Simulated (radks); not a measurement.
The numbers below are computed, except where a source is named.
Q: Species: K4+. Configuration: [Ne] 3s2 3p3. Code: a radial shooting solver on a logarithmic mesh with Libxc functionals. Model: Dirac Kohn-Sham, PBE, spin-unpolarised, spherical densities, point nucleus; open shells are shared between the two j in proportion to 2j + 1.

Spin-orbit splittings of the eigenvalues, e(l+1/2) - e(l-1/2), with zeta = 2 splitting/(2l+1) and mean radii in bohr:

shell  occ.  splitting (eV)  zeta (eV)  <r> j=l-1/2  <r> j=l+1/2
2p        6               ?          ?       0.3476       0.3500
3p        3          0.3606     0.2404        1.238        1.244

Estimate the 2p splitting.

A: 2.913 eV (zeta = 1.942 eV).
